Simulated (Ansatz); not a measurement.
Correlation energies of C5H7AlCl2O2, SMILES `CC1=CC(C)=[O+][Al-]([Cl])([Cl])[O]1` by basis set

Cartesian coordinates in Å:
```
C -1.582 0.334 2.122
C -0.926 0.205 0.792
C 0.424 -0.124 0.689
C 1.086 -0.258 -0.531
C 2.530 -0.614 -0.582
O 0.523 -0.090 -1.666
Al -1.198 0.351 -1.945
Cl -2.200 -1.217 -2.919
Cl -1.321 2.266 -2.802
O -1.684 0.417 -0.215
H -1.987 1.344 2.220
H -0.898 0.131 2.944
H -2.430 -0.354 2.167
H 0.985 -0.286 1.598
H 2.960 -0.748 0.408
H 3.069 0.173 -1.116
H 2.648 -1.531 -1.164
```

Total charge 0; spin multiplicity 1. The structure was optimised at the PBE0-D4/def2-TZVP level. Frozen core, restricted reference, the Gaussian-basis code of Ansatz. CBS rows extrapolate triple and quadruple zeta; past MP2 they add the triple-zeta difference.

| basis | HF (Eh) | MP2 corr. |
| --- | --- | --- |
| def2-SVP | -1503.72149 | -1.33627 |
| def2-TZVPP | -1504.51537 | -1.70769 |
| def2-QZVPP | -1504.56372 | -1.84286 |

Estimate the CCSD correlation energy and the (T) correction in each basis where they were run (hartree).


```
     basis  CCSD corr.       (T)
  def2-SVP    -1.41057  -0.04423
def2-TZVPP    -1.77333  -0.07902
 CBS(def2)    -2.00862     as TZ
```
